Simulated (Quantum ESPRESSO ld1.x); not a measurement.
Fractional charge and spin in the 6s shell of erbium: the spin-up occupation runs from 0 to 1 and the spin-down occupation from 0 to 1; the fullest corner is Er, [Xe] 4f(up 6, down 6) 6s(up 1, down 1). Calculated with ld1.x of Quantum ESPRESSO 7.5: scalar-relativistic Kohn-Sham, LDA (Slater exchange, VWN5 correlation), spin-polarised, spherical densities, point nucleus. Energy (eV) minus the two flat planes that join the four corners (they meet along the diagonal where the two added fractions sum to one electron); zero is where a piecewise linear energy would lie.

| down \ up | 0 | 0.25 | 0.5 | 0.75 | 1 |
|---|---|---|---|---|---|
| 0 | 0.000 | -0.494 | -0.671 | -0.508 | 0.000 |
| 0.25 | -0.494 | -0.608 | -0.398 | 0.147 | -0.460 |
| 0.5 | -0.671 | -0.398 | 0.196 | -0.371 | -0.611 |
| 0.75 | -0.508 | 0.147 | -0.371 | -0.571 | -0.456 |
| 1 | 0.000 | -0.460 | -0.611 | -0.456 | 0.000 |

Corners above the fullest one (they belong to Er+ and the next ion): (up 1, down 0) 6.402 eV, (up 0, down 1) 6.402 eV, (up 0, down 0) 18.758 eV. With half an added electron in each spin the energy lies 0.196 eV from the planes, and with half an added electron in spin up alone -0.671 eV. The planes are only a guide here: the flat-plane condition holds for ground states with one frontier orbital, while this shell lies below other occupied shells, so the corners above the fullest one are inner-hole states and not the ground states of those ions.
